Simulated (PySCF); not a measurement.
# Which determinant of CuBr lies lowest?

Unrestricted PBE0; Cu x2c-TZVPPall, Br x2c-TZVPPall; spin-free X2C with a Gaussian nucleus (PySCF 2.14). Outer shells of the fragments: Cu 3d10 4s1; Br 3d10 4s2 4p5.

Followed along the bond (rough minima from three points):

| 2Ms+1 | unpaired | ⟨S²⟩ at the start | R at minimum (Å) | Te (eV) |
| --- | --- | --- | --- | --- |
| 1 | none | 0.00 | 2.19 | 0.00 |
| 3 | σ ↑↑ | 2.00 | 2.29 | 2.14 |

Solutions found at the starting distance of 2.250 Å, counted from the lowest of them; the search is not exhaustive and high or unbound solutions are not listed, so other states can lie among these:

| 2Ms+1 | unpaired | term | E (eV) | ⟨S²⟩ | ⟨Lz²⟩ | μ (D) |
| --- | --- | --- | --- | --- | --- | --- |
| 1 | none | ¹Σ⁺ | 0.00 | 0.00 | 0.00 | -4.80 |
| 3 | σ ↑↑ | ³Σ⁺ | 2.13 | 2.00 | 0.00 | -1.85 |
| 3 | σ ↑, π ↑ | ³Π | 2.17 | 2.01 | 1.01 | -0.79 |
| 1 | σ ↑, π ↓ | mixed | 2.29 | 1.01 | 1.01 | -0.69 |
| 3 | σ ↑, δ ↑ | ³Δ | 2.76 | 2.00 | 4.00 | -2.46 |
| 1 | σ ↑, δ ↓ | mixed | 2.88 | 1.01 | 4.00 | -2.25 |
| 3 | σ ↑, π ↑ | mixed | 6.03 | 2.01 | 1.29 | -2.15 |
| 5 | σ ↑↑, π ↑↑ | mixed | 8.42 | 6.00 | 2.94 | 3.17 |
| 3 | σ ↑↑, π ↑↓ | mixed | 8.66 | 3.01 | 3.43 | 3.23 |

A term symbol is given only where ⟨S²⟩ and ⟨Lz²⟩ are close to those of a pure state; real π, δ and φ orbitals otherwise mix terms. A positive dipole means Cu(−)Br(+).

Counting both spins, an empty level lies below a filled one in some of these solutions, because spin and occupation are held.
